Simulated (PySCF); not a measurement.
C3H8BNO, SMILES C=CCB(O)N. The structure is a stationary point at PBE-D3(BJ)/def2-SVP. The values are those of a single conformer.

Computed equilibrium geometry at PBE-D3(BJ)/def2-SVP (PySCF confirms it by a frequency run) as a Z-matrix (one conformer of several):
```
C
H 1 1.1109
H 1 1.1133 2 106.46
C 1 1.4970 2 111.29 3 -120.65
C 4 1.3480 1 126.19 2 138.83
H 5 1.1013 4 121.65 1 177.31
H 5 1.1037 6 117.03 4 -178.88
H 4 1.1068 5 117.96 6 0.98
B 1 1.6016 2 107.77 3 114.37
O 9 1.3828 1 116.75 2 -32.65
H 10 0.9729 9 113.01 1 -177.72
N 9 1.4149 10 123.72 11 1.24
H 12 1.0192 9 125.91 10 -1.55
H 12 1.0214 13 114.21 9 178.22
```
